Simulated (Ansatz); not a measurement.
Ideal-gas functions of H₄SSeSi (`S[SiH2][SeH]`) at 600 K and 1 bar, from an Ansatz frequency run at PBE0-D4/def2-TZVP.

Molar mass 143.15 g/mol, point group C1 (symmetry number 1), electronic degeneracy 1, moments of inertia 47.708, 325.718, 364.123 u Å². Harmonic wavenumbers (cm⁻¹, unscaled): 100, 145, 245, 396, 491, 526, 635, 658, 776, 854, 943, 2229, 2244, 2436, 2707.

Use S(trans) = R[1.5 ln M + 2.5 ln T − 1.1517]; rotational temperatures θ = 24.2544 K / I; S(rot) = R[ln(√π/σ · √(T³/θAθBθC)) + 1.5]; for each mode x = 1.438777 ν̃/T, S = R[x/(eˣ − 1) − ln(1 − e⁻ˣ)] and H = RT x/(eˣ − 1); 1 cm⁻¹ = 0.0119627 kJ/mol; R = 8.31446 J/(mol·K).

**Question.** By hand: the entropy, in J/(mol·K).

**Answer.** Translation 185.3. Rotation: θ = 0.5084, 0.0745, 0.0666 K, giving 121.9. Vibration, mode by mode: 20.21, 17.14, 12.86, 9.05, 7.42, 6.91, 5.58, 5.33, 4.26, 3.67, 3.10, 0.25, 0.25, 0.17, 0.09, in all 96.3. Electronic 0.0. Sum 403.5 J/(mol·K).

**Question.** By hand: H − E and G − E in kJ/mol, counted from the electronic energy.

**Answer.** Zero-point energy ½ × 15385 × 0.0119627 = 92.0; thermal vibration 29.4; translation, rotation and pV give 4 RT = 20.0. H − E = 141.4 kJ/mol, and G − E = 141.4 − 600 × 403.5/1000 = -100.7 kJ/mol.

Vibration gives 24 % of the entropy, 37.3 J/(mol·K) of it from the modes under 150 cm⁻¹: soft modes count most, and the harmonic formula is weakest for them. The sum counts one conformer and one mirror image; others add a mixing term.
